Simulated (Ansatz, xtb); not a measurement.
Relaxing a trial structure of CHBClF3

The starting geometry of this gas-phase singlet was built from a drawn formula by distance geometry and a force field; its bonds are those of `F[CH+][B-](F)(F)Cl`.

```xyz
7

C    -0.2168    0.7474    1.8246
B    -1.7749    0.6910    2.2351
Cl   -2.1187   -0.8363    3.1238
F     0.2696   -0.2179    1.0141
F    -2.5452    0.8027    1.0103
F    -2.0320    1.8604    3.0776
H     0.4316    1.5415    2.2107
```

Where would you expect an optimisation with r2SCAN-D4/def2-SVP to take it?

It rearranges to `FB(F)[C@H](F)Cl`. Distances that change by over a tenth: B2–F6 (1.46 → 1.32 Å). Contacts that open: B2–Cl3 (1.80 → 2.62 Å). Contacts that close: C1–Cl3 (2.80 → 1.82 Å).

The energy falls by 1.96 eV over 14 steps:

```
step  E − E(last) (eV)
   1             1.959
   2             1.463
   4             0.950
   5             0.654
   7             0.257
   8             0.094
  10             0.011
  11             0.002
  13             0.000
  14             0.000
```

Final geometry (Å):

```xyz
7

C    -0.4907    0.4427    2.0891
B    -1.8823    1.1742    1.9266
Cl   -0.9674   -0.9164    3.2084
F    -0.0104   -0.0584    0.9262
F    -2.6677    0.8918    0.9123
F    -2.2728    2.0585    2.8217
H     0.3051    0.9964    2.6119
```

From the same start GFN2-xTB reaches the same bonding as this run.

The end wasn't checked by frequencies. Run with Ansatz 0.2.0, 58 s on 1 thread of Arm Neoverse V1 (shared host).
